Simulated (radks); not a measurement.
Q: Rh22+, 23 electrons, occupied as [Ar] 3d5. All-electron calculation, non-relativistic Kohn-Sham, PBE, spin-polarised, spherical densities, point nucleus; open shells are filled with parallel spins first (spin-orbit coupling, left out, can overturn this in heavy ions); relativity is left out, which matters for an element this heavy. Program: a radial shooting solver on a logarithmic mesh with Libxc functionals. Some entries of the table are withheld. Estimate them.

| orbital | occ. | eigenvalue (hartree) | <1/r> (bohr^-1) |
|---|---|---|---|
| 1s up | 1 | -852.2107 | 44.48 |
| 1s down | 1 | -852.2075 | 44.48 |
| 2s up | 1 | -146.7034 | 10.12 |
| 2s down | 1 | -146.2293 | 10.14 |
| 2p up | 3 | -138.2906 | 10.11 |
| 2p down | 3 | -137.9485 | 10.13 |
| 3s up | 1 | -46.81504 | 3.812 |
| 3s down | 1 | -46.30235 | 3.786 |
| 3p up | 3 | -43.60574 | (1) |
| 3p down | 3 | -43.06355 | (2) |
| 3d up | 5 | -38.04856 | 3.620 |
| 3d down | 0 | -37.38721 | 3.598 |

A: 
(1) 3p up <1/r> (bohr^-1): 3.747
(2) 3p down <1/r> (bohr^-1): 3.719
